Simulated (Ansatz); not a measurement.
`[O]=[Nb]([OH])([OH])[OH]`. Total charge 0; spin multiplicity 1. Correlated methods include outer-core shells of Nb, which these sets cover unevenly. Nb: def2 effective core potential.

```tsv
atom	x (Å)	y (Å)	z (Å)
O1	-0.793	1.148	1.077
Nb2	-0.029	0.043	0.040
O3	-0.357	0.552	-1.762
O4	-0.732	-1.695	0.358
O5	1.840	0.056	0.384
H6	-0.860	1.294	-2.100
H7	-1.403	-1.972	0.982
H8	2.335	0.574	1.020
```

(1) Give the diagnostics of a CCSD(T)/def2-TZVPP run (frozen core, Ansatz 0.2.0). (An estimate is asked.)

Answers

(1) The calculation gave: T1 = 0.0219, largest single amplitude 0.049, largest double 0.025, (T) share of the correlation energy 4.7 %, 12 CCSD cycles. The RHF solution is stable towards an unrestricted one. T1 lies over the customary mark of 0.02 for closed shells; compounds of d metals often pass it without a breakdown.
